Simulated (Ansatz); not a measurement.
System: C5H5, net charge 0, doublet state. It need not be the lowest isomer of its formula. 
Geometry from a B3LYP-D3(BJ)/def2-TZVP (Ansatz, a first-principles code) optimisation:
```xyz
10

C     -0.9564     0.8257    -0.1996
C      0.3237     1.1823    -0.1517
C      1.2486     0.0403     0.0928
C      0.2635    -1.1046     0.1866
C     -0.9852    -0.6374     0.0176
H     -1.8225     1.4491    -0.3617
H      1.8291     0.1635     1.0125
H      1.9664    -0.0967    -0.7220
H      0.5548    -2.1293     0.3633
H     -1.8931    -1.2247     0.0338
```
Charge 0, spin multiplicity 2.

Basis-set convergence of Hartree-Fock and MP2 correlation energies (hartree) with Ansatz. Correlated levels leave the core frozen unless marked. UHF or UKS for open shells. Spin-orbit coupling is left out. No relativistic terms.

The UHF reference is spin-contaminated (<S^2> 0.52 over the pure value in the largest basis). The T1 diagnostic of CCSD in the largest basis is 0.048, which is high, so the coupled-cluster rows are less sure than usual.

| basis | functions | E(HF) | E(corr, MP2) |
|---|---|---|---|
| cc-pVDZ | 95 | -192.16502 | -0.59557 |
| cc-pVTZ | 220 | (withheld) | (withheld) |

Problem. Complete the blanks.

Solution. 
- cc-pVTZ, E(HF): -192.21260
- cc-pVTZ, E(corr, MP2): -0.73095
